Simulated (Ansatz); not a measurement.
Born–Oppenheimer molecular dynamics of a periodic cell of 17 atoms, Si₁₆O (host Si, host structure diamond, interstitial O). It goes on from the last frame of an earlier run, with new velocities.

Method: Ansatz, DFT LDA, scalar-relativistic, plane waves, PAW. Settings: accuracy low, PAW set soft_1, cutoff 420 eV, k mesh 2x2x2, fermi-dirac smearing 0.02 eV, spin collinear.

```yaml
ensemble: NVT, Langevin thermostat
time_step: 1 fs
steps_asked: 120
set_temperature: 1260 K
friction: 0.01 /fs
seed: 93500
```

First frame:

```xyz
17
Lattice="0.0000 5.4300 5.4300 5.4300 0.0000 5.4300 5.4300 5.4300 0.0000" Properties=species:S:1:pos:R:3
Si 0.200 -0.320 -0.201
Si 1.222 1.266 1.274
Si 2.499 2.751 0.081
Si 4.315 4.044 1.271
Si 2.582 0.239 2.787
Si 4.409 0.999 3.989
Si 5.668 2.445 2.728
Si 6.695 4.188 3.853
Si 0.059 3.012 2.706
Si 1.802 3.847 4.035
Si 2.755 5.467 2.684
Si 3.824 7.060 4.007
Si 2.845 2.960 5.894
Si 4.121 4.633 7.099
Si 5.371 5.660 5.230
Si 6.822 6.760 6.664
O 4.148 1.776 5.430
```

Q: What does the run give?

A: The run went to its last step.

```
steps done                                               : 120
time covered                                             : 120 fs
mean temperature over the second half                    : 1125 K
spread of the potential energy over the second half      : 20.0 meV per atom
mean potential energy of the second half above the start : 49.8 meV per atom
```

The mean temperature of the second half is 11 % below the set value. A run of 0.12 ps of so small a system gives no equilibrium averages. Limits of this set-up: PAW files made for another functional, a small cell, in which the defect meets its images, low accuracy level.

Q: What happens to the structure?

A: Mean squared displacements from the first frame to the last, about the centre of mass: Si 0.26 Å², O 0.20 Å². The details hang on the random start.

Q: How do temperature and energy run in time?

A: 
```json
{"time (fs)": "0", "T (K)": "1186", "potential energy less start (eV)": "0.000"}
{"time (fs)": "4", "T (K)": "1139", "potential energy less start (eV)": "-0.007"}
{"time (fs)": "8", "T (K)": "1207", "potential energy less start (eV)": "-0.156"}
{"time (fs)": "12", "T (K)": "1219", "potential energy less start (eV)": "-0.275"}
{"time (fs)": "16", "T (K)": "1367", "potential energy less start (eV)": "-0.244"}
{"time (fs)": "20", "T (K)": "1253", "potential energy less start (eV)": "-0.046"}
{"time (fs)": "24", "T (K)": "1024", "potential energy less start (eV)": "0.053"}
{"time (fs)": "28", "T (K)": "1109", "potential energy less start (eV)": "-0.092"}
{"time (fs)": "32", "T (K)": "1447", "potential energy less start (eV)": "-0.374"}
{"time (fs)": "36", "T (K)": "1495", "potential energy less start (eV)": "-0.602"}
{"time (fs)": "40", "T (K)": "1393", "potential energy less start (eV)": "-0.555"}
{"time (fs)": "44", "T (K)": "1278", "potential energy less start (eV)": "-0.230"}
{"time (fs)": "48", "T (K)": "1248", "potential energy less start (eV)": "0.159"}
{"time (fs)": "52", "T (K)": "1171", "potential energy less start (eV)": "0.343"}
{"time (fs)": "56", "T (K)": "1194", "potential energy less start (eV)": "0.367"}
{"time (fs)": "60", "T (K)": "1138", "potential energy less start (eV)": "0.332"}
{"time (fs)": "64", "T (K)": "1289", "potential energy less start (eV)": "0.323"}
{"time (fs)": "68", "T (K)": "1303", "potential energy less start (eV)": "0.409"}
{"time (fs)": "72", "T (K)": "1131", "potential energy less start (eV)": "0.626"}
{"time (fs)": "76", "T (K)": "1061", "potential energy less start (eV)": "0.802"}
{"time (fs)": "80", "T (K)": "1018", "potential energy less start (eV)": "0.903"}
{"time (fs)": "84", "T (K)": "1062", "potential energy less start (eV)": "0.909"}
{"time (fs)": "88", "T (K)": "1069", "potential energy less start (eV)": "0.851"}
{"time (fs)": "92", "T (K)": "1061", "potential energy less start (eV)": "0.742"}
{"time (fs)": "96", "T (K)": "1065", "potential energy less start (eV)": "0.672"}
{"time (fs)": "100", "T (K)": "1313", "potential energy less start (eV)": "0.719"}
{"time (fs)": "104", "T (K)": "1237", "potential energy less start (eV)": "0.885"}
{"time (fs)": "108", "T (K)": "1151", "potential energy less start (eV)": "1.098"}
{"time (fs)": "112", "T (K)": "1083", "potential energy less start (eV)": "1.306"}
{"time (fs)": "116", "T (K)": "933", "potential energy less start (eV)": "1.470"}
{"time (fs)": "120", "T (K)": "747", "potential energy less start (eV)": "1.589"}
```

Run time: 26 min on 1 thread of Arm Neoverse V1, on a shared host, peak memory 0.6 GiB.
